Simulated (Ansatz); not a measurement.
Reaction (ligand exchange at the In–S bond): `[CH3][In]([SH])[Br]` + HBr → `[CH3][In]([Br])[Br]` + H₂S

Computed with Ansatz on PBE0-D4/def2-TZVP structures; ΔE is electronic, products minus reactants. CBS: MP2 limit from def2 TZ/QZ plus the TZ coupled-cluster correction, frozen cores. This one scheme is used for every species. Functionals use def2-TZVPP. HSE06 is defined as in plane-wave codes. Elements past krypton have def2 core potentials. For Br, In outer-core shells are correlated without core-valence functions, which leaves a few kJ/mol of doubt a bond. Scalar relativity is left out up to krypton. One conformer a species, not always the lowest.

Task: Is it downhill or uphill in electronic energy at CCSD(T)/CBS, and by how much? (An estimate is asked.)

Result: Computed: Downhill: ΔE = -0.46 eV.

Task: What do these levels give: r2SCANh-D4, ωB97M-V, B2PLYP, r2SCAN, r2SCAN0, HSE06, CAM-B3LYP, RPA@PBE/def2-TZVPP, HF/def2-SVP, CCSD(T)/def2-SVP, SCS-MP2/def2-TZVPP, CCSD/CBS(def2)? (Estimate.)

Result: Computed: r2SCANh-D4 -0.45, ωB97M-V -0.46, B2PLYP -0.47, r2SCAN -0.45, r2SCAN0 -0.47, HSE06 -0.45, CAM-B3LYP -0.48, RPA@PBE/def2-TZVPP -0.42, HF/def2-SVP -0.58, CCSD(T)/def2-SVP -0.47, SCS-MP2/def2-TZVPP -0.45, CCSD/CBS(def2) -0.49 eV.

Largest T1 diagnostic among the species: 0.011.

From PBE to PBE0 (25 % exact exchange), in def2-TZVPP and without D4, ΔE moves by −0.04 eV. Leaving LDA and LC-ωPBE aside and taking each functional with its dispersion term where it has one, the values, not all of them listed here, spread over 0.12 eV, from BHLYP-D4 to PBE-D4. LDA lies +0.06 eV from PBE without D4. In def2-TZVPP, CCSD(T) changes the Hartree–Fock value by +0.19 eV (the triples alone add +0.03 eV) and MP2 by +0.19 eV.
